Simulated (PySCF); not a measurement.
**Spinor energies of Ag³⁷⁺ (silver, charge +37)**

Start: [Ne]. Calculated with PySCF 2.14 in an uncontracted even-tempered set (17 s from 3.9 bohr⁻², ratio 2.6; 13 p from 5.1 bohr⁻², ratio 2.6; 6 d from 5.2 bohr⁻², ratio 2.8; 3 f from 120 bohr⁻², ratio 2.8): generalised Hartree-Fock with the X2C-1e Hamiltonian and a Gaussian nucleus; spin-orbit coupling (SO) screened by Boettger's factors.

```json
{"spinor shell": "1s1/2", "electrons": "2", "ε, screened SO (eV)": "-27932.1", "weight of nominal j (screened SO)": "1.000", "rms radius, screened SO (bohr)": "0.0356"}
{"spinor shell": "2s1/2", "electrons": "2", "ε, screened SO (eV)": "-5995.4", "weight of nominal j (screened SO)": "1.000", "rms radius, screened SO (bohr)": "0.143"}
{"spinor shell": "2p1/2", "electrons": "2", "ε, screened SO (eV)": "-5742.1", "weight of nominal j (screened SO)": "1.000", "rms radius, screened SO (bohr)": "0.123"}
{"spinor shell": "2p3/2", "electrons": "4", "ε, screened SO (eV)": "-5557.6", "weight of nominal j (screened SO)": "1.000", "rms radius, screened SO (bohr)": "0.128"}
```

```csv
quantity,screened SO
E (hartree),-4126.91038
M_J,0
⟨J²⟩,0.000
⟨L²⟩,0.005
⟨S²⟩,0.005
```

Breit and QED terms are absent; they matter most for the inner s and p1/2 levels.

Densities and radii are taken from the X2C orbitals without a picture-change correction, which distorts them close to the nucleus.
